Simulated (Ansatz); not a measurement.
C2H9PSi2 (`[SiH3][Si]1(P)CC1`), relaxed with RKS PBE0-D4/def2-TZVP in Ansatz 0.2.0 from a PBE-D4/def2-SVP geometry. The force threshold is 0.005 eV/Å; the program also tests the step.

Total charge 0; spin multiplicity 1.

Start:

```xyz
14

Si    1.755   -1.143   -0.985
Si   -0.200   -0.247   -0.095
P    -2.129   -1.417   -0.375
C    -0.046    1.075    1.251
C    -0.350    1.641   -0.143
H     2.845   -0.117   -0.809
H     2.166   -2.410   -0.281
H     1.600   -1.449   -2.452
H    -2.890   -0.421    0.340
H    -1.947   -2.226    0.807
H    -0.852    1.134    2.003
H     0.951    1.279    1.679
H     0.448    2.221   -0.638
H    -1.351    2.079   -0.301
```

(1) By how much does the energy fall, and how many steps does the optimiser take? (Best estimate.)

(2) Which bonds change most? (Estimate.)

(3) Give the relaxed structure. (An estimate is asked.)

Results:

(1) Ansatz gave: 1.47 kcal/mol, in 9 steps, 1 of them rejected.

(2) The calculation gave: Si2–C5 from 1.895 to 1.862 Å; Si2–C4 from 1.893 to 1.861 Å; Si2–P3 from 2.273 to 2.247 Å; P3–H10 from 1.443 to 1.421 Å.

(3) The calculation gave: 
```xyz
14

Si    1.736   -1.140   -0.969
Si   -0.209   -0.214   -0.110
P    -2.111   -1.383   -0.365
C    -0.046    1.068    1.229
C    -0.354    1.642   -0.159
H     2.840   -0.163   -0.760
H     2.083   -2.411   -0.277
H     1.603   -1.422   -2.423
H    -2.863   -0.460    0.411
H    -1.870   -2.247    0.738
H    -0.835    1.142    1.971
H     0.936    1.283    1.638
H     0.429    2.225   -0.631
H    -1.339    2.080   -0.292
```
